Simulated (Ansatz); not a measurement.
Two isomers of CH6BClSi: A = `BC[SiH2]Cl`, B = `C[SiH2]BCl`.

Isolated molecules relaxed with PBE0-D4/def2-TZVP in Ansatz; ΔE leaves out vibrations. CCSD(T)/CBS adds triple-zeta CCSD(T) − MP2 to the extrapolated MP2 energy (def2 sets, frozen cores). DFT in def2-TZVPP. B3LYP here is the variant with VWN-RPA as its local correlation; programs differ in this. One conformer a species, not always the lowest.

**Question.** Which is lower in electronic energy at CCSD(T)/CBS, and by how much? (An estimate is asked.)

**Answer.** The calculation gave: A, by 9.5 kcal/mol.

**Question.** Give E(B) − E(A) in kcal/mol with CCSD(T)/def2-SVP, BLYP-D4, B2PLYP, MP2/def2-TZVPP, ωB97M-V, B3LYP, CCSD(T)/def2-TZVPP. (Estimate.)

**Answer.** The calculation gave: CCSD(T)/def2-SVP 4.6, BLYP-D4 7.6, B2PLYP 9.5, MP2/def2-TZVPP 10.8, ωB97M-V 10.4, B3LYP 8.7, CCSD(T)/def2-TZVPP 8.7. None reverses the order clearly.

**Question.** Does the order hold for the free energy at 298.15 K (harmonic terms from PBE0-D4)? (An estimate is asked.)

**Answer.** Ansatz gave: Yes: G(B) − G(A) = +9.3 kcal/mol, for one conformer each. Modes under 60 cm⁻¹, often nearly free rotors, make the harmonic entropy too high.

Largest T1 diagnostic: 0.012.

From r2SCAN to r2SCAN0 (25 % exact exchange), in def2-TZVPP and without D4, E(B) − E(A) moves by +0.9 kcal/mol. Leaving LDA and LC-ωPBE aside and taking each functional with its dispersion term where it has one, the values, not all of them listed here, spread over 4.3 kcal/mol, from PBE-D4 to BHLYP-D4.
